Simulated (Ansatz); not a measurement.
Basis-set series for BH₆NOSi (`OBN[SiH3]`). The species carries charge 0 and has multiplicity 1. All single points use the PBE0-D4/def2-TZVP geometry. It is one conformer, not always the lowest.

```xyz
10

O    -0.605    1.161    1.241
B    -1.198    0.133    0.558
N    -0.398   -0.577   -0.360
Si    1.281   -0.263   -0.702
H    -1.197    1.605    1.848
H    -2.352   -0.151    0.733
H    -0.838   -1.333   -0.859
H     2.128   -0.434    0.505
H     1.483    1.109   -1.232
H     1.695   -1.250   -1.733
```

```
functional       basis  functions  energy (Eh)  HOMO (eV)  LUMO (eV)
   PBE0-D4  def2-TZVPP        219   -447.81098      -7.85       0.53
   PBE0-D4  def2-QZVPP        421   -447.83068      -7.88       0.30
   ωB97M-V  def2-TZVPP        219   -448.02827     -10.16       1.98
   ωB97M-V  def2-QZVPP        421   -448.04659     -10.19       1.45
```

Problem. Give the rows for def2-SVP. (Estimate.)

Solution. Ansatz gave: 
```json
{"functional": "PBE0-D4", "basis": "def2-SVP", "functions": "90", "energy (Eh)": "-447.52184", "HOMO (eV)": "-7.68", "LUMO (eV)": "1.05"}
{"functional": "ωB97M-V", "basis": "def2-SVP", "functions": "90", "energy (Eh)": "-447.73187", "HOMO (eV)": "-9.96", "LUMO (eV)": "3.02"}
```

Positive LUMOs are unbound and depend on the basis.
